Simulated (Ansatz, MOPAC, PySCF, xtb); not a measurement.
Lewis adduct: ClFHIn (SMILES [F][InH][Cl]) (first 4 atoms) with NH3 (SMILES N); geometry from B3LYP-D3(BJ)/def2-TZVP, rigid monomers moved along the line of their centres of mass till In2···N5 is 4.17 Å.
(charge 0, multiplicity 1):
```xyz
8

F      0.8802     1.4208     1.1647
In    -0.7270     0.2746     1.3966
Cl    -2.2034     1.2916     2.9507
H     -1.2190    -0.7851     0.1578
N      1.6210    -1.7896     4.1631
H      2.4764    -1.2408     4.1156
H      1.1680    -1.6063     5.0536
H      1.8554    -2.7746     4.1079
```

Counterpoise-corrected where a basis set is named; no monomer relaxation. Rows marked so take none.

Cores are frozen in the correlated methods. Filled d and f shells under p-block atoms count as core. CBS: X⁻³ extrapolation of the correlation energy, Hartree–Fock from the larger set. Rows in 3-21G carry no dispersion term and start afresh at each structure; the Pople sets are all-electron and without relativity. The state reached by PM6, PM7 isn't checked; PM7 holds dispersion and hydrogen-bond terms.

The values were computed with Ansatz (Gaussian orbitals); MOPAC for PM6, PM7 (differences of heats of formation); PySCF for 3-21G rows, the dispersion terms; xtb for the GFN methods.  In def2 rows elements past Kr take small-core potentials, without spin–orbit coupling.

```csv
level,interaction energy (meV)
PM6,-142.5
PM7,-188.5
GFN2-xTB,-275.4
HF/3-21G (no counterpoise),-416.0
r2SCAN/def2-TZVPPD,…
r2SCAN-D4/def2-TZVPPD,-217.5
B3LYP/def2-TZVPPD,-186.7
MP2/def2-TZVPPD,-225.1
"MP2/CBS(def2-SVPD, def2-TZVPPD) + ΔCCSD(T)/def2-SVPD",-221.5
```

Q: Fill in the missing entries.

A: 
- r2SCAN/def2-TZVPPD, interaction energy (meV): -207.5

Ansatz is a quantum-chemistry and plane-wave program.
